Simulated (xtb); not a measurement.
chlorotrifluoromethane (CClF3), singlet, at a GFN2-xTB geometry. Base run: GFN2-xTB (xtb).

Here is a job for xtb.
```
$ xtb mol.xyz --gfn 2 --json

# file mol.xyz
5

F     -0.86134566    -0.63254016    -1.02874238
C     -0.35035604    -0.00774362     0.01889747
F     -0.84407447     1.21875581     0.05006863
F     -0.74576507    -0.64039210     1.11088556
Cl     1.42134135     0.03141469    -0.07666418
```

The base run was repeated with changes; each row names its change, and settings that it needs were set with it.

```json
[
 {"change": "base", "ΔE vs base (kJ/mol)": "0.00", "HOMO-LUMO gap (eV)": "7.15", "dipole (D)": "1.07", "SCF cycles": "10"},
 {"change": "acc = 0.0001", "ΔE vs base (kJ/mol)": "0.00", "HOMO-LUMO gap (eV)": "7.15", "dipole (D)": "1.07", "SCF cycles": "15"},
 {"change": "acc = 0.1", "ΔE vs base (kJ/mol)": "0.00", "HOMO-LUMO gap (eV)": "7.15", "dipole (D)": "1.07", "SCF cycles": "11"},
 {"change": "gbsa = chcl3", "ΔE vs base (kJ/mol)": "-0.86", "HOMO-LUMO gap (eV)": "7.14", "dipole (D)": "1.09", "SCF cycles": "10"}
]
```

ALPB and GBSA are two models with their own fitted parameters for each solvent, which aren't always the measured dielectric constant.
